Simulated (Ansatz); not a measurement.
C₃₄H₂₀⁻, that is octacene with one electron more. The state is a doublet with charge -1. Geometry PBE-D4/def2-SVP, that of the neutral singlet.

Cartesian coordinates in Å:
```
C -9.2128 3.3678 1.1762
C -9.5604 2.0071 1.4741
C -8.5995 1.0207 1.4592
C -7.2292 1.3250 1.1466
C -6.2340 0.3442 1.1243
C -4.8808 0.6502 0.8149
C -3.8768 -0.3328 0.7914
C -2.5302 -0.0242 0.4832
C -1.5213 -1.0078 0.4590
C -0.1784 -0.6978 0.1514
C 0.8339 -1.6820 0.1266
C 2.1737 -1.3707 -0.1804
C 3.1899 -2.3556 -0.2057
C 4.5251 -2.0422 -0.5120
C 5.5483 -3.0284 -0.5379
C 6.8750 -2.7121 -0.8427
C 7.9139 -3.7061 -0.8701
C 9.2136 -3.3667 -1.1734
C 9.5611 -2.0058 -1.4706
C 8.5999 -1.0197 -1.4567
C 7.2293 -1.3246 -1.1456
C 6.2338 -0.3441 -1.1241
C 4.8805 -0.6505 -0.8158
C 3.8763 0.3323 -0.7926
C 2.5297 0.0234 -0.4849
C 1.5208 1.0070 -0.4607
C 0.1779 0.6969 -0.1533
C -0.8344 1.6811 -0.1286
C -2.1741 1.3698 0.1785
C -3.1902 2.3549 0.2036
C -4.5254 2.0417 0.5105
C -5.5483 3.0282 0.5369
C -6.8748 2.7124 0.8429
C -7.9134 3.7067 0.8711
H -9.9955 4.1413 1.1934
H -10.6046 1.7568 1.7155
H -8.8646 -0.0235 1.6878
H -6.5019 -0.6998 1.3530
H -4.1441 -1.3767 1.0199
H -1.7881 -2.0519 0.6872
H 0.5674 -2.7262 0.3547
H 2.9239 -3.4000 0.0223
H 5.2827 -4.0732 -0.3101
H 7.6459 -4.7496 -0.6417
H 9.9966 -4.1400 -1.1898
H 10.6056 -1.7550 -1.7103
H 8.8649 0.0246 -1.6847
H 6.5015 0.7000 -1.3523
H 4.1435 1.3763 -1.0207
H 1.7876 2.0511 -0.6887
H -0.5679 2.7253 -0.3568
H -2.9241 3.3992 -0.0246
H -5.2826 4.0728 0.3084
H -7.6452 4.7500 0.6421
```

Single mean-field runs in def2-TZVP are fitted with def2-universal-jkfit.

**Question.** Estimate the α-spin orbital energies around the gap (eV) in Ansatz with PBE-D4/def2-TZVP, r2SCAN-D4/def2-TZVP, PBE0-D4/def2-TZVP.

**Answer.** 
| orbital | PBE-D4/def2-TZVP | r2SCAN-D4/def2-TZVP | PBE0-D4/def2-TZVP |
| --- | --- | --- | --- |
| HOMO−5 | -3.52 | -3.74 | -4.56 |
| HOMO−4 | -3.27 | -3.38 | -4.03 |
| HOMO−3 | -2.85 | -3.03 | -3.78 |
| HOMO−2 | -2.10 | -2.24 | -2.89 |
| HOMO−1 | -1.26 | -1.39 | -1.95 |
| HOMO | -0.95 | -1.05 | -1.38 |
| LUMO | -0.19 | -0.19 | 0.24 |
| LUMO+1 | 0.65 | 0.72 | 1.32 |
| LUMO+2 | 1.21 | 1.39 | 1.96 |
| LUMO+3 | 1.37 | 1.50 | 2.21 |
| LUMO+4 | 1.67 | 1.84 | 2.47 |
| LUMO+5 | 1.90 | 2.07 | 2.83 |
| β HOMO | -1.06 | -1.04 | -1.48 |
| β LUMO | -0.76 | -0.69 | -0.16 |
